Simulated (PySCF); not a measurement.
These compounds are isomers of formula C₇H₈FNSi.

A. SMILES Fc1cccc(/C=N\[SiH3])c1
B. `c1(/C=N/[SiH3])cccc(F)c1`
C. SMILES C=N[SiH2]c1cccc(F)c1
D. SMILES C#C[Si@H](C)n1cccc1F

Spectrum 1. 13C{1H} NMR (computed): δ 178.9 (CH), 170.5 (C), 144.1 (C), 135.6 (CH), 127.6 (CH), 124.9 (CH), 124.6 (CH).

Spectrum 2. 13C{1H} NMR (computed): δ 158.6 (C), 118.0 (CH), 115.3 (CH), 105.7 (CH), 93.3 (CH), 86.0 (C), -0.9 (CH3).

Spectrum 3. 13C{1H} NMR (computed): δ 176.9 (CH2), 169.9 (C), 139.0 (C), 136.5 (CH), 135.5 (CH), 125.3 (CH), 122.6 (CH).

Spectrum 4. 13C{1H} NMR (computed): δ 177.1 (CH), 170.4 (C), 141.9 (C), 136.2 (CH), 134.0 (CH), 123.9 (CH), 118.2 (CH).

All values are calculated (PySCF 2.14.0 with density-fitted response routines): PBE0-D3(BJ)/def2-SVP geometry, shieldings: GIAO PBE0/pcSseg-1. Isolated molecule, non-relativistic Hamiltonian, a single conformation, fast rotation and ring inversion assumed for equivalent nuclei.

Shifts are taken against calculated references (same method and geometry level): TMS for 13C. Splittings of carbon signals by F and P are missing where no couplings were computed. Shifts are as computed. Against solution values, carbons near 30 ppm lie about +2 ppm off and those near 130 ppm about +5 ppm. Of 1211 compounds with measured shifts, 218 miss one by over three times the rms of a fit or turn the order of signals round; such compounds aren't used in these exercises.

Question: Which spectrum belongs to which compound?

Answer: 1–B, 2–D, 3–C, 4–A.

- Spectrum 1 (B): 7 13C signals; δC 170.5 is an aromatic carbon bearing fluorine; δC 135.6 is an aromatic CH.
- Spectrum 2 (D): 7 13C signals; δC 158.6 is an aromatic carbon bearing fluorine; δC 86.0 is an alkyne carbon.
- Spectrum 3 (C): 7 13C signals; δC 169.9 is an aromatic carbon bearing fluorine; δC 136.5 is an aromatic CH.
- Spectrum 4 (A): 7 13C signals; δC 170.4 is an aromatic carbon bearing fluorine; δC 136.2 is an aromatic CH.
